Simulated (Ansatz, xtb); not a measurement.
## Isomers of C2H5BS in order of energy

3 gas-phase structures of C2H5BS, from a drawn sample of its isomers (lower ones may exist). Each was relaxed with GFN2-xTB:

A. `BC(=C)S`, a singlet
B. `B/C=C\S`, a singlet
C. `B/C=C/S`, a singlet

**Question.** Make a reasoned guess at their ranking by r2SCAN-D4/def2-SVP single-point energy.

**Answer.** Calculated order at r2SCAN-D4/def2-SVP: C (0.0), B (4.6), A (23.6) kJ/mol.

Energies above the lowest of each column, in kJ/mol; the last columns are at PBE-D3(BJ)/def2-SVP geometries:

| structure | GFN2-xTB | HF/STO-3G | r2SCAN-D4/def2-SVP | PBE-D3(BJ)/def2-SVP | CCSD(T)/def2-TZVP |
| --- | --- | --- | --- | --- | --- |
| C | 3.8 | 0.0 | 0.0 | 0.0 | 0.0 |
| B | 0.0 | 9.5 | 4.6 | 2.9 | 9.4 |
| A | 16.6 | 21.4 | 23.6 | 24.3 | 12.8 |

CCSD(T)/def2-TZVP puts C lowest; GFN2-xTB picks B. Flexible structures stand in one conformer each, not always the lowest.

Programs: Ansatz 0.2.0, xtb 6.7.1.
